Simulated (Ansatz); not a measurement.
`F[Si](Cl)(Cl)[GeH3]` + `[OH][GeH3]` → `F[Si](Cl)(Cl)[O][GeH3]` + GeH₄  (cleavage of the Si–Ge bond)

Computed with Ansatz on PBE0-D4/def2-TZVP structures; ΔE is electronic, products minus reactants. CBS: MP2 limit from def2 TZ/QZ plus the TZ coupled-cluster correction, frozen cores. DFT in def2-TZVPP. For Ge outer-core shells are correlated without core-valence functions, which leaves a few kJ/mol of doubt a bond. Scalar relativity is left out up to krypton. Each species was taken in one conformer, which may not be the lowest.

| level | ΔE (kJ/mol) | difference from CCSD(T)/CBS |
| --- | --- | --- |
| revPBE-D4 | -102.6 | 22.2 |
| PBE0-D4 | -111.6 | 13.2 |
| r2SCAN | -121.1 | 3.7 |
| RPA@PBE/def2-TZVPP | -127.1 | -2.3 |
| MP2/def2-SVP | -132.8 | -8.0 |
| CCSD/def2-SVP | -131.5 | -6.7 |
| CCSD(T)/def2-SVP | -129.0 | -4.2 |
| HF/def2-QZVPP | -154.2 | -29.4 |
| SCS-MP2/def2-QZVPP | -132.7 | -7.9 |
| HF/CBS(def2) | -154.5 | -29.7 |
| CCSD(T)/CBS | -124.8 | 0 |

Largest T1 diagnostic among the species: 0.012.

From PBE to PBE0 (25 % exact exchange), in def2-TZVPP and without D4, ΔE moves by −11.9 kJ/mol. At CCSD(T), def2-SVP lies −4.2 kJ/mol from the extrapolated value and def2-TZVPP −3.6 kJ/mol. The D4 term adds −4.0 kJ/mol with B3LYP and −2.3 kJ/mol with PBE0; it sums over pairs of atoms, weighted by their polarisabilities, and B3LYP, whose exchange is more repulsive, gets the larger term.

B3LYP here is the variant with VWN-RPA as its local correlation; programs differ in this.
